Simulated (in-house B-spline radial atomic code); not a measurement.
## B3LYP (VWN-RPA) excitations of Ga IV (Ga3+)

Method: B3LYP (VWN-RPA). Computed with an all-electron radial atomic-structure program (B-spline basis): linear response of the closed shell [Ar] 3d10 with the functional's adiabatic kernel; non-relativistic, point nucleus, no spin-orbit coupling, no double excitations, S, P, D and F terms only. Only terms of natural parity with L up to 3 were computed.

Without relativity these are model numbers for so heavy an element.

Command:
```bash
python run_td.py task.json out
```
Settings (radii: box in bohr, nucleus in fm):
```
Z                        31
electrons                28
configuration            [Ar] 3d10
hamiltonian              nr
method                   b3lyp
box_radius               23.08
intervals                55
```

Run time, properties included: 0.9 s on 1 thread of Intel(R) Xeon(R) Platinum 8488C (Sapphire Rapids), on a shared host.

The lowest states, in the order of their Tamm-Dancoff energies; the method's threshold (minus the highest occupied level) is 55.77 eV. Labels give the largest channel, * marks a mixed state, and oscillator strengths are full-response dipole values. Semilocal kernels can invert the small singlet-triplet splittings of Rydberg terms. Energies in eV:

```json
{"state": "3d → 4s 3D", "full response": "?", "Tamm-Dancoff": "?", "oscillator strength": "-"}
{"state": "3d → 4s 1D", "full response": "17.861", "Tamm-Dancoff": "17.870", "oscillator strength": "-"}
{"state": "3d → 4p 3P", "full response": "26.019", "Tamm-Dancoff": "26.042", "oscillator strength": "-"}
{"state": "3d → 4p 3F", "full response": "26.169", "Tamm-Dancoff": "26.186", "oscillator strength": "-"}
{"state": "3d → 4p 1F", "full response": "26.597", "Tamm-Dancoff": "26.598", "oscillator strength": "-"}
{"state": "3d → 4p 1P", "full response": "27.451", "Tamm-Dancoff": "27.528", "oscillator strength": "0.5"}
{"state": "3d → 4d 3S", "full response": "?", "Tamm-Dancoff": "?", "oscillator strength": "-"}
{"state": "3d → 4d 3D", "full response": "38.56", "Tamm-Dancoff": "38.57", "oscillator strength": "-"}
{"state": "3d → 4d 1D", "full response": "38.94", "Tamm-Dancoff": "38.95", "oscillator strength": "-"}
{"state": "3d → 5s 3D", "full response": "39.63", "Tamm-Dancoff": "39.64", "oscillator strength": "-"}
```

Q: Where does 3d → 4d 3S lie?

A: At 38.15 eV in full response, 38.18 eV in Tamm-Dancoff.

Q: Where does 3d → 4s 3D lie?

A: At 17.200 eV in full response, 17.221 eV in Tamm-Dancoff.

Q: How large is the singlet-triplet splitting of 3d → 4s (D terms) in Tamm-Dancoff?

A: 0.65 eV, from the unrounded values.

Q: What polarisabilities and dispersion coefficient does the method give?

A: Dipole 1.395 bohr³, quadrupole 2.859 bohr⁵, C6 3.099 hartree·bohr⁶ for two such species.
